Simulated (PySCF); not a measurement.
A species of formula C6H12S2 has this rotational fingerprint, computed with PBE0/pcSseg-1 in PySCF (dipole) on a GFN2-xTB geometry, gas phase:

| Item | Value |
| --- | --- |
| Rotational constants | A = 2135, B = 1204, C = 985.1 MHz |
| Dipole components | \|μa\| = 0.58 D, \|μb\| = 0.23 D, \|μc\| = 0.72 D |
| Inertial defect | -143.52 u·Å² |
| κ | -0.62 |

Question: Which structure is it? (One computed conformer of each.)
A. `[CH3:1][CH:2]([CH3:3])[CH:4]1[S:5][CH2:6][CH2:7][S:8]1` with C1–C2–C4–S5 -67°, C2–C4–S5–C6 133°, C4–S5–C6–C7 -36°, S5–C6–C7–S8 52°, C6–C7–S8–C4 -42°
B. `[CH3:1][CH2:2][C@@H:3]1[CH2:4][CH2:5][S:6][CH2:7][S:8]1` with C1–C2–C3–C4 -174°, C2–C3–C4–C5 169°, C3–C4–C5–S6 70°, C4–C5–S6–C7 -60°, C5–S6–C7–S8 63°

Answer: A. It is CC(C)C1SCCS1, an asymmetric top, point group C1. The candidates at the same level (rigid rotor, commonest isotopes):

```
         SMILES  A (MHz)  B (MHz)  C (MHz)  μa (D)  μb (D)  μc (D)  Δ (u·Å²)  point group           rotor
CC[C@@H]1CCSCS1     2797    959.4    768.3    1.06    1.61    1.40    -49.59           C1  asymmetric top
   CC(C)C1SCCS1     2135     1204    985.1    0.58    0.23    0.72   -143.52           C1  asymmetric top
```

`CC[C@@H]1CCSCS1` has A 31 % too high. No structure here is proved a minimum.
